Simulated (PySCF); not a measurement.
Isomers of C4H10FNSi.

All values: wB97X-D/def2-SVPD (PySCF) at GFN2-xTB geometries, gas phase, one conformer each. Core orbitals are frozen in the response; Δα² is half the sum of the squared differences of the principal polarisabilities.

(1) Rank by polarisability anisotropy Δα, highest first.
A. `[F:1][CH2:2][C@H:3]1[CH2:4][CH2:5][SiH2:6][NH:7]1` with F1–C2–C3–C4 172°, C2–C3–C4–C5 161°, C3–C4–C5–Si6 -35°, C4–C5–Si6–N7 17°, C5–Si6–N7–C3 6°
B. `[NH2:1][Si@H:2]([CH2:3][F:4])[CH:5]1[CH2:6][CH2:7]1` with H–N1–Si2–C3 178° and -43°, N1–Si2–C3–F4 61°, N1–Si2–C5–C6 -42°
C. `[CH3:1][C@@:2]1([F:3])[CH2:4][CH2:5][NH:6][SiH2:7]1` with C1–C2–C4–C5 163°, C2–C4–C5–N6 -42°, C4–C5–N6–Si7 32°, C5–N6–Si7–C2 -11°

(2) Rank by HOMO energy, highest first.
A. `[NH2:1][Si@H:2]([CH2:3][F:4])[CH:5]1[CH2:6][CH2:7]1` with H–N1–Si2–C3 178° and -43°, N1–Si2–C3–F4 61°, N1–Si2–C5–C6 -42°
B. `[NH2:1][Si:2]1([F:3])[CH2:4][CH2:5][CH2:6][CH2:7]1` with H–N1–Si2–F3 177° and 35°, N1–Si2–C4–C5 116°, Si2–C4–C5–C6 37°, C4–C5–C6–C7 -50°, C5–C6–C7–Si2 37°
C. `[CH3:1][C@@:2]1([F:3])[CH2:4][CH2:5][NH:6][SiH2:7]1` with C1–C2–C4–C5 163°, C2–C4–C5–N6 -42°, C4–C5–N6–Si7 32°, C5–N6–Si7–C2 -11°

Results:

(1) A (2.61 Å³), B (2.18 Å³), C (1.90 Å³).

(2) C (-8.66 eV), B (-9.10 eV), A (-9.37 eV).

All values together:

```tsv
SMILES	μ (D)	HOMO (eV)	LUMO (eV)	α (Å³)	Δα (Å³)
FC[C@H]1CC[SiH2]N1	1.56	-8.65	2.15	11.71	2.61
C[C@@]1(F)CCN[SiH2]1	1.70	-8.66	1.99	11.66	1.90
N[Si@@H](F)C1CCC1	2.27	-9.40	2.00	11.31	2.26
N[Si@H](CF)C1CC1	1.89	-9.37	2.08	11.71	2.18
N[Si]1(F)CCCC1	2.33	-9.10	2.07	11.17	2.17
FC[C@@H]1CCN[SiH2]1	2.56	-8.59	2.09	11.64	2.17
```

Conformers: `[F:1][CH2:2][C@H:3]1[CH2:4][CH2:5][SiH2:6][NH:7]1` with F1–C2–C3–C4 172°, C2–C3–C4–C5 161°, C3–C4–C5–Si6 -35°, C4–C5–Si6–N7 17°, C5–Si6–N7–C3 6°; `[CH3:1][C@@:2]1([F:3])[CH2:4][CH2:5][NH:6][SiH2:7]1` with C1–C2–C4–C5 163°, C2–C4–C5–N6 -42°, C4–C5–N6–Si7 32°, C5–N6–Si7–C2 -11°; `[NH2:1][Si@@H:2]([F:3])[CH:4]1[CH2:5][CH2:6][CH2:7]1` with H–N1–Si2–F3 42° and -178°, N1–Si2–C4–C5 -91°, Si2–C4–C5–C6 136°, C4–C5–C6–C7 -13°, C5–C6–C7–C4 13°, Si2–C4–C7–C6 -134°; `[NH2:1][Si@H:2]([CH2:3][F:4])[CH:5]1[CH2:6][CH2:7]1` with H–N1–Si2–C3 178° and -43°, N1–Si2–C3–F4 61°, N1–Si2–C5–C6 -42°; `[NH2:1][Si:2]1([F:3])[CH2:4][CH2:5][CH2:6][CH2:7]1` with H–N1–Si2–F3 177° and 35°, N1–Si2–C4–C5 116°, Si2–C4–C5–C6 37°, C4–C5–C6–C7 -50°, C5–C6–C7–Si2 37°; `[F:1][CH2:2][C@@H:3]1[CH2:4][CH2:5][NH:6][SiH2:7]1` with F1–C2–C3–C4 180°, C2–C3–C4–C5 -161°, C3–C4–C5–N6 43°, C4–C5–N6–Si7 -30°, C5–N6–Si7–C3 7°.
